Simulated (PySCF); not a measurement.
A structure optimised at r2SCAN-D4/def2-SVP, used in a PySCF frequency run:

```xyz
11

C     -2.1362    -0.1327    -0.0470
Si    -0.2735    -0.0223    -0.0063
S      0.4262    -1.7307    -1.1031
S      0.5249     1.7188    -0.9820
S      0.4621     0.0986     2.0169
H     -2.5830     0.7369     0.4595
H     -2.4919    -0.1499    -1.0895
H     -2.4891    -1.0477     0.4562
H      1.7331    -1.4809    -0.8619
H      0.1920     2.5649     0.0214
H     -0.3258    -0.9022     2.4755
```
Charge 0, spin multiplicity 1.

Task: Write its SMILES and formula.

Result: C[Si](S)(S)S, CH6S3Si

Task: What are its rotational constants (standard atomic weights)?

Result: 1.7241, 1.5867, 1.2251 GHz
